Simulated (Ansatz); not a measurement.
Frontier orbitals of CH6OSiSn (`[SnH3][CH]1O[SiH2]1`).

```tsv
atom	x (Å)	y (Å)	z (Å)
Sn1	-0.6824	-0.9098	1.2629
C2	0.6974	-0.2045	-0.2142
O3	1.1620	1.1931	0.0091
Si4	0.3265	1.0829	-1.4236
H5	-1.9871	0.1883	1.3393
H6	0.0820	-1.0062	2.7863
H7	-1.2489	-2.4559	0.8045
H8	1.5333	-0.8742	-0.4212
H9	1.1168	1.2517	-2.6618
H10	-0.9996	1.7345	-1.4813
```

Total charge 0; spin multiplicity 1. Correlated methods include outer-core shells of Sn, which these sets cover unevenly. Sn: def2 effective core potential. All single points use the PBE0-D4/def2-TZVP geometry. Basis def2-TZVPP, Ansatz.

Orbital energies of one run (eV). Highest occupied ones, from the top: -6.00, -6.43, -7.73, -7.79, -8.24, -9.27, -9.73, -10.89, -12.48, -13.00, -15.51, -25.02, -25.16, -25.17. Empty: -1.46, -0.46, -0.17, -0.08, 0.37, 0.61.

**Question.** Which functional gave them?
A. BLYP
B. r2SCAN0
C. HSE06 (plane-wave form)
D. r2SCANh

**Answer.** A. HOMO energies: BLYP -6.00, r2SCAN0 -7.52, HSE06 -6.97, r2SCANh -6.83 eV.
